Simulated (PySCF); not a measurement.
CH3ClFIn, SMILES [CH3][In]([F])[Cl].

The structure is a stationary point at PBE-D3(BJ)/def2-SVP. The def2 effective core potentials stand for the cores of In; spin–orbit coupling is left out.

The numbers are results of IEF-PCM-PBE0/def2-SVP run with PySCF, not measurements.

The values are the electrostatic part of the solvation free energy, E(continuum) − E(gas) at the gas-phase geometry, in a cavity of scaled van der Waals radii (PySCF's table); cavitation and dispersion terms are not included. A continuum can't describe solvent molecules that bind to the metal. In vacuum the orbital gap is 6.82 eV. The dipole moment in vacuum is 4.20 D.

```json
[
 {"solvent": "water", "ε": "78.36", "ΔG(elec) (kcal/mol)": "-10.9", "dipole (D)": "5.23", "gap (eV)": "7.08"},
 {"solvent": "methanol", "ε": "32.61", "ΔG(elec) (kcal/mol)": "-10.6", "dipole (D)": "5.20", "gap (eV)": "7.07"},
 {"solvent": "chlorobenzene", "ε": "5.70", "ΔG(elec) (kcal/mol)": "-8.3", "dipole (D)": "5.00", "gap (eV)": "7.04"}
]
```
